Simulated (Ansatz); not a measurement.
The same atomization along the group F, Cl, Br, I.

Gas-phase electronic energies from Ansatz, PBE0-D4/def2-TZVP geometries. CCSD(T)/CBS is the MP2 limit (def2-TZVPP, def2-QZVPP) plus CCSD(T) − MP2 in def2-TZVPP, frozen cores. This one scheme is used for every species, atoms too. Functionals use def2-TZVPP. Open shells (•) are unrestricted, without spin–orbit coupling. Spin–orbit coupling would lower the free atoms: a little for C, Cl, F, O, Si; clearly for Br; strongly for I. Elements past krypton have def2 core potentials. Bonds to Br, I are less sure, by a few kJ/mol each and by 10 to 20 or more in all where they break to atoms, as the def2 sets lack core-valence functions. Scalar relativity is left out up to krypton. Each species was taken in one conformer, which may not be the lowest.

| reaction | CCSD(T)/CBS(def2) (kJ/mol) |
| --- | --- |
| `C[SiH](O)F` → C• + F• + 5 H• + O• + Si• | 3498 |
| `C[SiH](O)Cl` → C• + Cl• + 5 H• + O• + Si• | 3310 |
| `C[SiH](O)Br` → C• + Br• + 5 H• + O• + Si• | 3257 |
| `C[SiH](O)I` → C• + I• + 5 H• + O• + Si• | ? |

Question: Fill in the missing values. (Best estimate.)

Answer: The calculation gave: `C[SiH](O)I` → C• + I• + 5 H• + O• + Si•: +3188.5 kJ/mol.

Largest T1 diagnostic: 0.012, for Si•.

For atomizations the MP2-based limit and the directly extrapolated one differ by several kJ/mol either way, and by 10 to 25 for some Ge, Se and Sn compounds, so smaller differences from it don't rank the levels.
